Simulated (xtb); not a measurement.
tert-butylarsine (C₄H₁₁As), singlet, from a rough starting geometry; GFN2-xTB in xtb.

Input for xtb:
```
$ xtb mol.xyz --gfn 2 --opt vtight --json

# file mol.xyz
16

C     -0.09299570     1.17974918     0.71662847
C     -0.02831217    -0.10269003    -0.09694721
C     -0.04529472    -1.29814617     0.80604606
C     -1.09068522    -0.11610383    -1.19545019
As     1.76462427    -0.18406430    -1.06425762
H     -1.01629736     1.19774765     1.26890073
H     -0.00986702     2.07978625     0.13728488
H      0.69830316     1.19556150     1.53424479
H     -0.00260768    -2.30175205     0.15986432
H     -1.01472192    -1.35643712     1.32442277
H      0.68364509    -1.32880417     1.53951892
H     -1.06590175    -1.02048399    -1.70870272
H     -1.01681199     0.78622367    -1.74924857
H     -2.11158519    -0.11879181    -0.67980797
H      1.77423831     1.29049543    -1.35492691
H      2.62658354     0.05872174     0.15248918
```

It wrote (shortened):

```
   ID    Z sym.   atoms
    1    6 C      1-4
    2   33 As     5
    3    1 H      6-16

           -------------------------------------------------
          |                Calculation Setup                |
           -------------------------------------------------

           -------------------------------------------------
          |                 G F N 2 - x T B                 |
           -------------------------------------------------

          ...................................................
          :                      SETUP                      :
          :.................................................:
          :  # basis functions                  37          :
          :  # atomic orbitals                  36          :
          :  # shells                           22          :
          :  # electrons                        32          :
          :  max. iterations                   250          :
          :  Hamiltonian                  GFN2-xTB          :
          :  restarted?                      false          :
          :  GBSA solvation                  false          :
          :  PC potential                    false          :
          :  electronic temp.          300.0000000     K    :
          :  accuracy                    1.0000000          :
          :  -> integral cutoff          0.2500000E+02      :
          :  -> integral neglect         0.1000000E-07      :
          :  -> SCF convergence          0.1000000E-05 Eh   :
          :  -> wf. convergence          0.1000000E-03 e    :
          :  Broyden damping             0.4000000          :
          :  net charge                          0          :
          :  unpaired electrons                  0          :
          ...................................................

 iter      E             dE          RMSdq      gap      omega  full diag
   1    -16.6584177 -0.166584E+02  0.358E+00    5.10       0.0  T
   2    -16.7133327 -0.549150E-01  0.435E+00    5.71       1.0  T
   3    -16.7249062 -0.115735E-01  0.296E+00    5.66       1.0  T
   4    -16.7269072 -0.200099E-02  0.995E-01    5.67       1.0  T
   5    -16.7281640 -0.125682E-02  0.469E-01    5.67       1.0  T
   6    -16.7281470  0.170422E-04  0.220E-01    5.67       1.0  T
   7    -16.7282013 -0.543285E-04  0.612E-02    5.66       1.0  T
   8    -16.7282218 -0.205010E-04  0.143E-02    5.66       1.7  T
   9    -16.7282220 -0.236591E-06  0.276E-03    5.66       9.1  T
  10    -16.7282220 -0.701572E-08  0.843E-04    5.66      29.7  T
  11    -16.7282220 -0.671456E-09  0.363E-04    5.66      68.9  T

   *** convergence criteria satisfied after 11 iterations ***

         :::::::::::::::::::::::::::::::::::::::::::::::::::::
         ::                     SUMMARY                     ::
         :::::::::::::::::::::::::::::::::::::::::::::::::::::
         :: total energy             -16.514383613680 Eh    ::
         :: gradient norm              0.137908015433 Eh/a0 ::
         :: HOMO-LUMO gap              5.663331586550 eV    ::
         ::.................................................::
         :: SCC energy               -16.728194855999 Eh    ::
         :: -> isotropic ES            0.003029700214 Eh    ::
         :: -> anisotropic ES          0.003539513304 Eh    ::
         :: -> anisotropic XC          0.008455000666 Eh    ::
         :: -> dispersion             -0.010852956317 Eh    ::
         :: repulsion energy           0.213811242319 Eh    ::
         :: add. restraining           0.000000000000 Eh    ::
         :: total charge              -0.000000000000 e     ::
         :::::::::::::::::::::::::::::::::::::::::::::::::::::

      -----------------------------------------------------------
     |                   =====================                   |
     |                        A N C O P T                        |
     |                   =====================                   |
[...]
 * total energy  :   -16.5316292 Eh     change       -0.5351377E-05 Eh
 * total energy  :   -16.5316336 Eh     change       -0.4380718E-05 Eh
 * total energy  :   -16.5316365 Eh     change       -0.2888254E-05 Eh
 * total energy  :   -16.5316383 Eh     change       -0.1782656E-05 Eh
 * total energy  :   -16.5316399 Eh     change       -0.1614950E-05 Eh
 * total energy  :   -16.5316416 Eh     change       -0.1728018E-05 Eh
 * total energy  :   -16.5316430 Eh     change       -0.1385833E-05 Eh
 * total energy  :   -16.5316437 Eh     change       -0.6896992E-06 Eh
 * total energy  :   -16.5316440 Eh     change       -0.2994997E-06 Eh
 * total energy  :   -16.5316441 Eh     change       -0.1659272E-06 Eh
 * total energy  :   -16.5316442 Eh     change       -0.1040707E-06 Eh
 * total energy  :   -16.5316443 Eh     change       -0.5185755E-07 Eh
   *** GEOMETRY OPTIMIZATION CONVERGED AFTER 20 ITERATIONS ***
         :: total energy             -16.531644291454 Eh    ::
[...]
        26                          0.1808629               4.9215
        27                          0.2094374               5.6991
       ...                                ...                  ...
        36                          0.8877865              24.1579
      -------------------------------------------------------------
                  HL-Gap            0.2165698 Eh            5.8932 eV
             Fermi-level           -0.2701647 Eh           -7.3516 eV

     #   Z          covCN         q      C6AA      α(0)
     1   6 C        3.797    -0.100    22.415     6.741
     2   6 C        3.838    -0.012    20.771     6.484
     3   6 C        3.823    -0.102    22.417     6.738
     4   6 C        3.823    -0.102    22.418     6.738
     5  33 As       3.028     0.084   211.768    26.667
     6   1 H        0.924     0.029     2.596     2.520
     7   1 H        0.924     0.035     2.513     2.479
     8   1 H        0.924     0.035     2.513     2.479
     9   1 H        0.924     0.036     2.505     2.475
    10   1 H        0.924     0.032     2.556     2.500
    11   1 H        0.924     0.036     2.509     2.477
    12   1 H        0.924     0.036     2.504     2.475
    13   1 H        0.924     0.036     2.509     2.477
    14   1 H        0.924     0.032     2.556     2.500
    15   1 H        0.971    -0.038     3.795     3.044
    16   1 H        0.971    -0.038     3.795     3.045

 Mol. C6AA /au·bohr⁶  :       2629.111315
 Mol. C8AA /au·bohr⁸  :      84227.176570
 Mol. α(0) /au        :         81.838552

Wiberg/Mayer (AO) data.
largest (>0.10) Wiberg bond orders for each atom

 ---------------------------------------------------------------------------
     #   Z sym  total        # sym  WBO       # sym  WBO       # sym  WBO
 ---------------------------------------------------------------------------
     1   6 C    3.997 --     2 C    1.011     6 H    0.981     8 H    0.977
                             7 H    0.977
     2   6 C    3.984 --     1 C    1.011     4 C    1.008     3 C    1.008
                             5 As   0.951
     3   6 C    3.997 --     2 C    1.008    10 H    0.981    11 H    0.975
                             9 H    0.974
     4   6 C    3.997 --     2 C    1.008    14 H    0.981    13 H    0.975
                            12 H    0.974
     5  33 As   3.109 --    15 H    0.984    16 H    0.984     2 C    0.951
     6   1 H    0.999 --     1 C    0.981
     7   1 H    0.999 --     1 C    0.977
     8   1 H    0.999 --     1 C    0.977
     9   1 H    0.999 --     3 C    0.974
    10   1 H    0.999 --     3 C    0.981
    11   1 H    0.999 --     3 C    0.975
    12   1 H    0.999 --     4 C    0.974
    13   1 H    0.999 --     4 C    0.975
    14   1 H    0.999 --     4 C    0.981
    15   1 H    0.999 --     5 As   0.984
    16   1 H    0.999 --     5 As   0.984
 ---------------------------------------------------------------------------

Topologies differ in total number of bonds
Writing topology from bond orders to xtbtopo.mol

molecular dipole:
                 x           y           z       tot (Debye)
 q only:       -0.075      -0.139      -0.053
   full:       -0.414       0.103       0.274       1.290
molecular quadrupole (traceless):
                xx          xy          yy          xz          yz          zz
 q only:       -0.564      -0.663       0.180      -0.128       0.428       0.384
  q+dip:       -1.713       0.824       1.540       2.173      -0.413       0.173
   full:       -1.284       0.904       1.118       2.191      -0.963       0.166

optimized geometry written to: xtbopt.xyz

           -------------------------------------------------
          | TOTAL ENERGY              -16.531644291454 Eh   |
          | GRADIENT NORM               0.000017303010 Eh/α |
          | HOMO-LUMO GAP               5.893163251886 eV   |
           -------------------------------------------------

normal termination of xtb
```
